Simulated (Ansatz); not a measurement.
`CNC(=O)[SiH2]Cl` + `C[SiH2]O` → `O[SiH2][SiH2]Cl` + `CNC(C)=O`  (formal exchange of groups at the Si–C bond)

Program: Ansatz. Geometries: PBE0-D4/def2-TZVP. ΔE: electronic, gas phase. CBS: MP2 limit from def2 TZ/QZ plus the TZ coupled-cluster correction, frozen cores. This one scheme is used for every species. Functionals use def2-TZVPP. B3LYP here is the variant with VWN-RPA as its local correlation; programs differ in this. One conformer a species, not always the lowest.

```csv
level,ΔE (kJ/mol),difference from CCSD(T)/CBS
PBE-D4,18.9,-6.8
r2SCAN-D4,24.2,-1.5
B3LYP-D4,24.4,-1.3
ωB97X-V,19.9,-5.8
ωB97M-V,28.4,2.7
PBE,18.6,-7.1
r2SCAN,23.9,-1.8
PBE0,15.4,-10.3
MP2/def2-TZVPP,32.4,6.7
SCS-MP2/def2-TZVPP,30.1,4.4
CCSD(T)/def2-TZVPP,25.3,-0.4
MP2/def2-QZVPP,32.8,7.1
SCS-MP2/def2-QZVPP,30.5,4.8
HF/CBS(def2),15.9,-9.8
MP2/CBS(def2),32.9,7.2
CCSD/CBS(def2),23.2,-2.5
CCSD(T)/CBS,25.7,0
```

Largest T1 diagnostic among the species: 0.015.

From PBE to PBE0 (25 % exact exchange), in def2-TZVPP and without D4, ΔE moves by −3.2 kJ/mol. In def2-TZVPP, CCSD(T) changes the Hartree–Fock value by +9.8 kJ/mol (the triples alone add +2.5 kJ/mol) and MP2 by +17.0 kJ/mol.
